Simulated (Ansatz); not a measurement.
System: GaF, net charge 0, singlet state. 
Structure (B3LYP-D3(BJ)/def2-TZVP (Ansatz, a program for electronic structure) minimum search):
```
Ga
F 1 1.8005
```
Charge 0, spin multiplicity 1.

Basis-set convergence of Hartree-Fock and MP2 correlation energies (hartree) with Ansatz. Valence correlation only, unless marked. Spin-orbit coupling is left out. The frozen core is the preceding noble-gas configuration, with the filled d and f shells of earlier blocks. No relativistic terms.

```tsv
basis	functions	E(HF)	E(corr, MP2)
def2-SVP	46	-2022.41109	-0.23644
def2-TZVPP	79	-2022.78957	-0.31053
def2-QZVPP	146	-2022.83485	-0.33915
```

Extrapolating the two largest sets (X = 3 and 4) as X^-3: E(corr) = (64·(-0.33915) - 27·(-0.31053))/37 = -0.3600 Eh, an estimate of the basis-set limit. The largest set recovers 94.2 % of it, the smallest 65.7 %.
